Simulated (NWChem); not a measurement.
Everything below was run with NWChem. System: C2H3O2, charge 0, spin multiplicity 2, at a geometry optimised with UB3LYP/def2-SVP. The structure started from a generated list of species. Its SCF solution wasn't tested for a lower state. Level: UMP2/def2-TZVP, 4 core orbitals frozen.

Job file:

```
start mol
memory heap 200 mb stack 900 mb global 1100 mb
geometry units angstroms nocenter noautoz
  C     -0.162495     1.393257     0.000000
  O     -0.858688     0.119856     0.000000
  C     -0.115263    -0.961710     0.000000
  O      1.068151    -1.083452     0.000000
  H      0.466181     1.477771    -0.898392
  H     -0.941516     2.163942     0.000000
  H      0.466181     1.477771     0.898392
  symmetry group Cs
end
basis spherical
  * library def2-tzvp
end
scf
  uhf
  nopen 1
  maxiter 100
  thresh 1e-7
  semidirect memsize 60000000 filesize 0
  # guess.movecs holds the orbitals of an unrestricted PBE0 run
  vectors input guess.movecs output mol.movecs
end
mp2
  freeze core 4
end
task mp2 energy
```

Part of the output:

```
             Northwest Computational Chemistry Package (NWChem) 7.3.0
             --------------------------------------------------------

                                NWChem Input Module
                                -------------------

 Scaling coordinates for geometry "geometry" by  1.889725989
 (inverse scale =  0.529177249)

 Turning off AUTOSYM since
 SYMMETRY directive was detected!

                             Geometry "geometry" -> ""
                             -------------------------

 Output coordinates in angstroms (scale by  1.889725989 to convert to a.u.)

  No.       Tag          Charge          X              Y              Z
 ---- ---------------- ---------- -------------- -------------- --------------
    1 C                    6.0000    -0.16249500     1.39325700     0.00000000
    2 O                    8.0000    -0.85868800     0.11985600     0.00000000
    3 C                    6.0000    -0.11526300    -0.96171000     0.00000000
    4 O                    8.0000     1.06815100    -1.08345200     0.00000000
    5 H                    1.0000     0.46618100     1.47777100    -0.89839200
    6 H                    1.0000    -0.94151600     2.16394200     0.00000000
    7 H                    1.0000     0.46618100     1.47777100     0.89839200

 Effective nuclear repulsion energy (a.u.)     113.5624496962

            Nuclear Dipole moment (a.u.)
            ----------------------------
        X                 Y               Z
 ---------------- ---------------- ----------------
     0.0000037795    -0.0000037795     0.0000000000

      Symmetry information
      --------------------

 Group name             Cs
 Group number              2
 Group order               2
 No. of unique centers     6

      Symmetry unique atoms

     1    2    3    4    5    6


 Summary of "ao basis" -> "" (spherical)
 ------------------------------------------------------------------------------
       Tag                 Description            Shells   Functions and Types
 ---------------- ------------------------------  ------  ---------------------
 *                         def2-tzvp                  on all atoms

 Summary of "ao basis" -> "ao basis" (spherical)
 ------------------------------------------------------------------------------
       Tag                 Description            Shells   Functions and Types
 ---------------- ------------------------------  ------  ---------------------
 C                         def2-tzvp                11       31   5s3p2d1f
 O                         def2-tzvp                11       31   5s3p2d1f
 H                         def2-tzvp                 4        6   3s1p

                                 NWChem SCF Module
                                 -----------------

  ao basis        = "ao basis"
  functions       =   142
  atoms           =     7
  alpha electrons =    16
  beta  electrons =    15
  charge          =   0.00
  wavefunction    = UHF
  use symmetry    = T
  symmetry adapt  = T

 Summary of "ao basis" -> "ao basis" (spherical)
 ------------------------------------------------------------------------------
       Tag                 Description            Shells   Functions and Types
 ---------------- ------------------------------  ------  ---------------------
 C                         def2-tzvp                11       31   5s3p2d1f
 O                         def2-tzvp                11       31   5s3p2d1f
 H                         def2-tzvp                 4        6   3s1p

      Symmetry analysis of basis
      --------------------------

        a'         95
        a"         47

 Forming initial guess at       0.0s

   Symmetry analysis of molecular orbitals - initial alpha
   -------------------------------------------------------

  Numbering of irreducible representations:

     1 a'          2 a"

  Orbital symmetries:

     1 a'          2 a'          3 a'          4 a'          5 a'
     6 a'          7 a'          8 a'          9 a'         10 a'
    11 a"         12 a"         13 a'         14 a'         15 a"
    16 a'         17 a"         18 a'         19 a'         20 a'
    21 a"         22 a'         23 a'         24 a"         25 a'
    26 a"

   Symmetry analysis of molecular orbitals - initial beta
   ------------------------------------------------------

  Numbering of irreducible representations:

     1 a'          2 a"

  Orbital symmetries:

     1 a'          2 a'          3 a'          4 a'          5 a'
     6 a'          7 a'          8 a'          9 a"         10 a'
    11 a'         12 a"         13 a'         14 a'         15 a"
    16 a'         17 a"         18 a'         19 a'         20 a'
    21 a"         22 a'         23 a"         24 a'         25 a'
    26 a"

 Starting SCF solution at       0.1s

 ----------------------------------------------
         Quadratically convergent UHF

 Convergence threshold     :          1.000E-07
 Maximum no. of iterations :          100
 Integral*density screening:          1.000E-09
 ----------------------------------------------

              iter       energy          gnorm     gmax       time
             ----- ------------------- --------- --------- --------
                 1     -227.2226970414  6.46D-01  8.25D-02      1.8
                 2     -227.2497096695  4.50D-02  1.19D-02      2.3
                 3     -227.2504861493  2.25D-03  6.16D-04      3.5
                 4     -227.2504898319  1.06D-05  1.74D-06      5.4
                 5     -227.2504898320  5.11D-09  1.86D-09      7.5

       Final UHF  results
       ------------------
[...]
 Vector   16  Occ=0.000000D+00  E= 7.920830D-02  Symmetry=a'
              MO Center= -3.2D-01, -1.0D+00,  6.5D-16, r^2= 3.0D+00
   Bfn.  Coefficient  Atom+Function         Bfn.  Coefficient  Atom+Function
  ----- ------------  ---------------      ----- ------------  ---------------
    67      1.088161  3 C  s                 36     -0.799752  2 O  s
    98     -0.399676  4 O  s                 13     -0.329754  1 C  py
    66      0.324679  3 C  s                  5     -0.307899  1 C  s
   105      0.229828  4 O  px               127      0.214838  5 H  s
   139      0.214838  7 H  s                106      0.207509  4 O  py

 Vector   17  Occ=0.000000D+00  E= 1.442296D-01  Symmetry=a'
              MO Center=  2.2D-01,  1.8D+00, -9.4D-16, r^2= 5.8D+00
   Bfn.  Coefficient  Atom+Function         Bfn.  Coefficient  Atom+Function
  ----- ------------  ---------------      ----- ------------  ---------------
     5      5.246816  1 C  s                127     -2.228980  5 H  s
   139     -2.228980  7 H  s                133     -1.618444  6 H  s
    67     -0.976935  3 C  s                 12      0.523894  1 C  px
    98      0.488939  4 O  s                 36     -0.438006  2 O  s
    75     -0.420479  3 C  py                 4     -0.375379  1 C  s

 Vector   18  Occ=0.000000D+00  E= 1.850171D-01  Symmetry=a"
              MO Center=  9.5D-02, -4.6D-01,  1.9D-14, r^2= 4.1D+00
   Bfn.  Coefficient  Atom+Function         Bfn.  Coefficient  Atom+Function
  ----- ------------  ---------------      ----- ------------  ---------------
   127      1.060198  5 H  s                139     -1.060198  7 H  s
    76     -0.883381  3 C  pz                14      0.737041  1 C  pz
   107      0.463380  4 O  pz                70     -0.249020  3 C  pz
    45      0.222329  2 O  pz               101      0.212540  4 O  pz
    73     -0.204807  3 C  pz               104      0.165038  4 O  pz

 center of mass
 --------------
 x =   0.00025682 y =  -0.16249658 z =   0.00000000

 moments of inertia (a.u.)
 ------------------
         227.512060171837          79.304575093051           0.000000000000
          79.304575093051         119.550926589584           0.000000000000
           0.000000000000           0.000000000000         335.443831847766

  Mulliken analysis of the total density
  --------------------------------------

    Atom       Charge   Shell Charges
 -----------   ------   -------------------------------------------------------
    1 C    6     6.12   0.85  1.12  0.49  0.68  0.08  1.19  1.30  0.29  0.03  0.08  0.01
    2 O    8     8.34   0.79  1.18  0.56  0.97  0.27  1.85  2.07  0.61  0.00  0.04  0.00
    3 C    6     5.56   0.86  1.12  0.54  0.54  0.13  1.09  0.89  0.15  0.06  0.16  0.02
    4 O    8     8.39   0.79  1.18  0.59  0.94  0.33  1.83  1.93  0.76  0.00  0.03  0.00
    5 H    1     0.87   0.27  0.48  0.10  0.02
    6 H    1     0.86   0.27  0.49  0.09  0.02
    7 H    1     0.87   0.27  0.48  0.10  0.02

  Mulliken analysis of the alpha density
  --------------------------------------

    Atom       Charge   Shell Charges
 -----------   ------   -------------------------------------------------------
    1 C    6     3.09   0.43  0.56  0.25  0.34  0.04  0.61  0.67  0.15  0.01  0.04  0.00
    2 O    8     4.17   0.40  0.59  0.28  0.49  0.12  0.94  1.04  0.29  0.00  0.02  0.00
    3 C    6     3.18   0.43  0.56  0.31  0.34  0.11  0.67  0.55  0.09  0.03  0.08  0.01
    4 O    8     4.26   0.40  0.59  0.30  0.47  0.16  0.96  0.99  0.37  0.00  0.02  0.00
    5 H    1     0.43   0.13  0.24  0.05  0.01
    6 H    1     0.43   0.13  0.24  0.04  0.01
    7 H    1     0.43   0.13  0.24  0.05  0.01

   Mulliken analysis of the beta density
   -------------------------------------

    Atom       Charge   Shell Charges
 -----------   ------   -------------------------------------------------------
    1 C    6     3.02   0.43  0.56  0.24  0.34  0.04  0.58  0.64  0.14  0.01  0.04  0.00
    2 O    8     4.17   0.40  0.59  0.27  0.48  0.14  0.92  1.03  0.32  0.00  0.02  0.00
    3 C    6     2.37   0.43  0.56  0.23  0.20  0.02  0.42  0.34  0.06  0.03  0.08  0.01
    4 O    8     4.13   0.40  0.59  0.29  0.47  0.17  0.87  0.94  0.39  0.00  0.02  0.00
    5 H    1     0.44   0.13  0.24  0.05  0.01
    6 H    1     0.43   0.13  0.25  0.04  0.01
    7 H    1     0.44   0.13  0.24  0.05  0.01

   Mulliken analysis of the spin density
   -------------------------------------

    Atom       Charge   Shell Charges
 -----------   ------   -------------------------------------------------------
    1 C    6     0.07   0.00 -0.00  0.00  0.01 -0.00  0.03  0.03  0.01 -0.00 -0.00  0.00
    2 O    8    -0.01   0.00 -0.00  0.01  0.01 -0.02  0.02  0.01 -0.04  0.00  0.00  0.00
    3 C    6     0.81   0.00 -0.01  0.08  0.14  0.09  0.25  0.21  0.03  0.00  0.01 -0.00
    4 O    8     0.13   0.00 -0.00  0.01  0.01 -0.00  0.09  0.05 -0.02  0.00 -0.00  0.00
    5 H    1    -0.00  -0.00 -0.00 -0.00  0.00
    6 H    1    -0.00  -0.00 -0.00 -0.00  0.00
    7 H    1    -0.00  -0.00 -0.00 -0.00  0.00

       Multipole analysis of the density wrt the origin
       ------------------------------------------------

     L   x y z        total         alpha         beta         nuclear
     -   - - -        -----         -----         ----         -------
     0   0 0 0     -0.000000    -16.000000    -15.000000     31.000000

     1   1 0 0     -0.386423      0.038358     -0.424785      0.000004
     1   0 1 0      1.024004      1.579114     -0.555106     -0.000004
     1   0 0 1     -0.000000     -0.000000     -0.000000      0.000000

     2   2 0 0    -19.922824    -40.525572    -38.625412     59.228159
     2   1 1 0      1.488510     20.500639     21.821308    -40.833438
     2   1 0 1      0.000000      0.000000     -0.000000      0.000000
     2   0 2 0    -15.963332    -75.130853    -68.506727    127.674248
     2   0 1 1      0.000000      0.000000      0.000000      0.000000
     2   0 0 2    -16.453742    -11.445794    -10.772419      5.764470

                   NWChem MP2 Semi-direct Energy/Gradient Module
                   ---------------------------------------------

  Basis functions       =    142
  Molecular orbitals    =    142
  Frozen core           =      4
  Frozen virtuals       =      0
  Active alpha occupied =     12
  Active beta occupied  =     11
  Active alpha virtual  =    126
  Active beta virtual   =    127
  Use MO symmetry       = T
  Use skeleton AO sym   = T

  AO/Fock/Back tols     =   1.0D-09  1.0D-09  1.0D-09

 GA uses MA = F    GA memory limited = T

 Available:
  local mem=  1.26D+08
 global mem=  1.44D+08
 local disk=  0.00D+00
  mp2_memr nvloc                   126
  nvloc new                   126
   1 passes of  12:        5242880                     116704                  51535061.
   1 passes of  12: M    126151490           G      144138872           F     120908610.

 Semi-direct pass number   1 of   1  for UHF alpha       at        7.6s
  vrange nnbf                 10018
  mp2_eaftype                   196  avail_ma_in_mb                  1099
 EAF : mp2_eaftype filesize         196   25767531.
  mp2_eaf for mointskh                    196
Node 0 wrote    121.2 Mb in      0.0 s     Agg I/O rate:  6150.1 Mb/s
 Done moints_semi at       11.2s
  mp2_eaftype                   196  avail_ma_in_mb                   903
 EAF : mp2_eaftype filesize         196   25767531.
  mp2_eaf for kh                   196
 Done maket at       11.5s
 Done multipass loop at       11.5s

 GA uses MA = F    GA memory limited = T

 Available:
  local mem=  1.26D+08
 global mem=  1.44D+08
 local disk=  0.00D+00
  mp2_memr nvloc                   127
  nvloc new                   127
   1 passes of  11:        5242880                     110956                  47618023.
   1 passes of  11: M    126151490           G      144138872           F     120908610.

 Semi-direct pass number   1 of   1  for UHF beta        at       11.5s
  vrange nnbf                 10018
  mp2_eaftype                   181  avail_ma_in_mb                  1099
 EAF : mp2_eaftype filesize         181   23809012.
  mp2_eaf for mointskh                    181
Node 0 wrote    112.0 Mb in      0.0 s     Agg I/O rate:  5420.6 Mb/s
 Done moints_semi at       15.0s
  mp2_eaftype                   181  avail_ma_in_mb                   918
 EAF : mp2_eaftype filesize         181   23809012.
  mp2_eaf for kh                   181
 Done maket at       15.3s
 Done multipass loop at       15.3s

          -------------------------------------------
          SCF energy                -227.250489831959
          Correlation energy          -0.757035669513
          Singlet pairs                0.000000000000
          Triplet pairs                0.000000000000
          Total MP2 energy          -228.007525501472
          -------------------------------------------

          ---------------------------------------------------
                    Spin Component Scaled (SCS) MP2
          Same spin pairs                     -0.193293544858
          Same spin scaling factor             0.333333333333
          Opposite spin pairs                 -0.563742124655
          Opposite spin scaling fact.          1.200000000000
          SCS-MP2 correlation energy          -0.740921731206
          Total SCS-MP2 energy              -227.991411563164
          ---------------------------------------------------

 -----------------------
 Performance information
 -----------------------

 Timer overhead =  1.27D-07 seconds/call

               Nr. of calls         CPU time (s)                 Wall time (s)                GFlops
             ---------------    -------------------     ------------------------------   -------------------
Name         Min   Avg   Max    Min     Avg     Max     Min     Avg     Max   Mx/calls   Min     Max     Sum
mp2: moin     2     2     2    7.2     7.2     7.2      7.2     7.2     7.2     3.6      0.0     0.0     0.0
mp2: make     2     2     2   0.48    0.48    0.48     0.48    0.48    0.48    0.24      0.0     0.0     0.0
mp2: tota     1     1     1    7.7     7.7     7.7      7.7     7.7     7.7     7.7      0.0     0.0     0.0

 The average no. of pstat calls per process was 5.00D+00
 with a timing overhead of 6.33D-07s

 Task  times  cpu:       15.3s     wall:       15.3s

 Total times  cpu:       15.3s     wall:       15.3s
```
